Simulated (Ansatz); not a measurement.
The same redistribution along the group B, Ga, In.

Computed with Ansatz on PBE0-D4/def2-TZVP structures; ΔE is electronic, products minus reactants. CCSD(T)/CBS is the MP2 limit (def2-TZVPP, def2-QZVPP) plus CCSD(T) − MP2 in def2-TZVPP, frozen cores. DFT in def2-TZVPP. def2 core potentials past Kr. For Ga, Ge, In outer-core shells are correlated without core-valence functions, which leaves a few kJ/mol of doubt a bond. Scalar relativity is left out up to krypton. One conformer a species, not always the lowest.

```json
{"reaction": "`[SiH3]OB(Cl)Cl` + `[NH2][Ge][OH]` → `NB(Cl)O[SiH3]` + `[OH][Ge][Cl]`", "B97M-V (eV)": "-1.07", "CCSD/CBS(def2) (eV)": "-1.02", "PBE-D4 (eV)": "-1.03"}
{"reaction": "`[SiH3][O][Ga]([Cl])[Cl]` + `[NH2][Ge][OH]` → `[NH2][Ga]([Cl])[O][SiH3]` + `[OH][Ge][Cl]`", "B97M-V (eV)": "-0.06", "CCSD/CBS(def2) (eV)": "-0.08", "PBE-D4 (eV)": "-0.11"}
{"reaction": "`[SiH3][O][In]([Cl])[Cl]` + `[NH2][Ge][OH]` → `[NH2][In]([Cl])[O][SiH3]` + `[OH][Ge][Cl]`", "B97M-V (eV)": "0.23", "CCSD/CBS(def2) (eV)": "0.24", "PBE-D4 (eV)": "0.13"}
```

Q: Give the CCSD(T)/CBS values in the same order. (Best estimate.)

A: Computed: -0.99, -0.09, 0.22 eV.

Largest T1 diagnostic: 0.014, for `[NH2][In]([Cl])[O][SiH3]`.
